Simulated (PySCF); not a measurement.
# Er(52+) (erbium, charge +52): UHF calculation

Configuration: [Ne] 3s2 3p4, high-spin 3P determinant. Computed with PySCF 2.14 in an uncontracted even-tempered set (16 s from 12 bohr⁻², ratio 2.5; 10 p from 15 bohr⁻², ratio 2.5; 4 d from 64 bohr⁻², ratio 2.7; 4 f from 97 bohr⁻², ratio 2.7), with the non-relativistic Hamiltonian (point nucleus).

```json
{
 "Total energy": "-9795.144208 hartree",
 "One-electron energy": "-10746.4088 hartree",
 "Hartree (Coulomb) energy": "1089.5273 hartree",
 "Exchange energy": "-138.2627 hartree",
 "Kinetic energy": "9797.54858 hartree",
 "⟨S²⟩": "2.0007",
 "⟨L²⟩": "2.002",
 "Sum of ⟨r⟩": "1.993 bohr",
 "Sum of ⟨r²⟩": "0.3851 bohr²",
 "Traceless quadrupole moment −½Σ⟨3z² − r²⟩ along its main axis": "-0.0206 e·bohr²",
 "Density at the nucleus (Gaussians lack the cusp)": "222000 bohr⁻³",
 "Spin density at the nucleus": "5.54 bohr⁻³"
}
```

```tsv
shell	electrons	mean orbital energy (hartree)	spread (hartree)	rms radius, mean of both spins (bohr)
1s α	1	-2116.99022	0	0.0258
1s β	1	-2116.51319	0	0.0258
2s α	1	-453.11550	0	0.101
2s β	1	-452.80333	0	0.101
2p α	3	-439.30911	0.34653	0.0868
2p β	3	-438.75280	0.24495	0.0868
3s α	1	-182.64238	0	0.238
3s β	1	-180.88541	0	0.238
3p α	3	-176.89722	0.53851	0.226
3p β	1	-176.05224	0	0.226
```

A non-relativistic calculation at this Z misses sizeable relativistic shifts. Spin-orbit coupling is strong in this species (close to jj coupling), so the high-spin LS determinant is a model state, not a physical level.

Spin-orbit constants ζ (cm⁻¹) from the X2C one-electron operator on these orbitals (non-relativistic here): bare nucleus, nucleus screened by l(l+1)(2l+1)/3 electrons, and screened by the Breit-Pauli mean field of the electrons.

```
shell     bare  screened nucleus  mean field
   2p  3717000           3607000     3556000
   3p   909300            882600      870000
```

To first order the Landé constant is A = -435000 cm⁻¹, so the lowest level has J = 2 and lies 53.9 eV below the centre of the term. This holds in LS coupling only, and this species is close to jj coupling.
